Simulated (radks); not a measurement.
Values are calculated unless marked as measured or tabulated.
Ho XXXIX, 29 electrons, occupied as [Ar] 3d10 4s1 (the NIST ground configuration). Code: a radial shooting solver on a logarithmic mesh with Libxc functionals. Model: scalar-relativistic Kohn-Sham, PBE, spin-polarised, spherical densities, finite nucleus; open shells are filled with parallel spins first (spin-orbit coupling, left out, can overturn this in heavy ions); Fermi nuclear charge, rms radius 5.2022 fm.

Normalised radial functions P(r) = r R(r), r in bohr:

r	3s up	3d up	4s up
0.001952	0.4120	0.0001	0.2358
0.002481	0.4876	0.0003	0.2791
0.003154	0.5703	0.0005	0.3263
0.004009	0.6566	0.0011	0.3755
0.005097	0.7403	0.0020	0.4231
0.006479	0.8113	0.0039	0.4632
0.008237	0.8541	0.0074	0.4869
0.01047	0.8481	0.0141	0.4822
0.01331	0.7672	0.0266	0.4340
0.01692	0.5846	0.0494	0.3269
0.02151	0.2802	0.0902	0.1495
0.02735	-0.1439	0.1608	-0.0960
0.03505	-0.6603	0.2832	-0.3914
0.04455	-1.1260	0.4714	-0.6496
0.05664	-1.3860	0.7481	-0.7744
0.072	-1.2477	1.1192	-0.6494
0.09153	-0.5962	1.5565	-0.2153
0.1164	0.4778	1.9797	0.4348
0.1479	1.6174	2.2583	1.0021
0.188	2.3270	2.2544	1.0751
0.239	2.2897	1.9110	0.4166
0.3039	1.6323	1.3239	-0.7240
0.3863	0.8279	0.7127	-1.6425
0.4911	0.2824	0.2786	-1.7381
0.6243	0.0593	0.0723	-1.1206
0.7936	0.0068	0.0111	-0.4390
1.009	0.0004	0.0009	-0.0964
1.283	0.0000	0.0000	-0.0105

3s up: eigenvalue -3637.1 eV, 2 radial nodes at r = 0.0254, 0.105 bohr, <r> = 0.226 bohr, 90 % of the charge inside 0.330 bohr. 3d up: eigenvalue -2917.0 eV, 0 radial nodes, <r> = 0.202 bohr, 90 % of the charge inside 0.312 bohr. 4s up: eigenvalue -1759.4 eV, 3 radial nodes at r = 0.0251, 0.0996, 0.262 bohr, <r> = 0.451 bohr, 90 % of the charge inside 0.637 bohr.
